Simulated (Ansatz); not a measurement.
C4H14NSbSi, SMILES `C[CH2][Sb]([SiH3])[N](C)C`, relaxed with RKS PBE0-D4/def2-TZVP in the Gaussian-basis code of Ansatz from a PBE-D4/def2-SVP geometry. The force threshold is 0.005 eV/Å; the program also tests the step.

Total charge 0; spin multiplicity 1. Sb takes the def2 core potential.

Start:

```xyz
21

C    -1.502    2.215   -1.493
C    -0.225    1.606   -0.921
Sb   -0.490    0.575    1.025
Si   -2.162   -1.120   -0.044
N     1.141   -0.743    0.615
C     1.169   -1.934    1.448
C     2.425   -0.062    0.621
H    -2.266    1.443   -1.725
H    -1.297    2.762   -2.438
H    -1.972    2.941   -0.795
H     0.549    2.384   -0.753
H     0.211    0.827   -1.580
H    -3.535   -0.503   -0.159
H    -2.297   -2.355    0.810
H    -1.697   -1.528   -1.419
H     1.938   -2.640    1.056
H     1.422   -1.755    2.527
H     0.194   -2.464    1.415
H     2.406    0.826   -0.045
H     3.209   -0.748    0.222
H     2.780    0.274    1.632
```

(1) By how much does the energy fall, and how many steps does the optimiser take? (Estimate.)

(2) Which bonds change most? (Best estimate.)

(3) Give the relaxed structure. (Best estimate.)

## Answers

(1) The calculation gave: 11.82 kJ/mol, in 20 steps, 2 of them rejected.

(2) The calculation gave: Sb3–N5 from 2.137 to 2.075 Å; C2–Sb3 from 2.219 to 2.172 Å; Sb3–Si4 from 2.610 to 2.581 Å; Si4–H13 from 1.510 to 1.490 Å.

(3) Computed: 
```xyz
21

C    -1.478    2.245   -1.413
C    -0.207    1.572   -0.925
Sb   -0.487    0.502    0.944
Si   -2.133   -1.156   -0.151
N     1.104   -0.788    0.614
C     1.160   -1.871    1.571
C     2.378   -0.107    0.536
H    -2.259    1.516   -1.647
H    -1.292    2.823   -2.323
H    -1.886    2.935   -0.670
H     0.581    2.309   -0.754
H     0.166    0.835   -1.639
H    -3.523   -0.620   -0.121
H    -2.132   -2.455    0.575
H    -1.744   -1.394   -1.568
H     1.915   -2.601    1.253
H     1.427   -1.554    2.595
H     0.201   -2.394    1.620
H     2.348    0.685   -0.215
H     3.153   -0.820    0.227
H     2.709    0.337    1.492
```
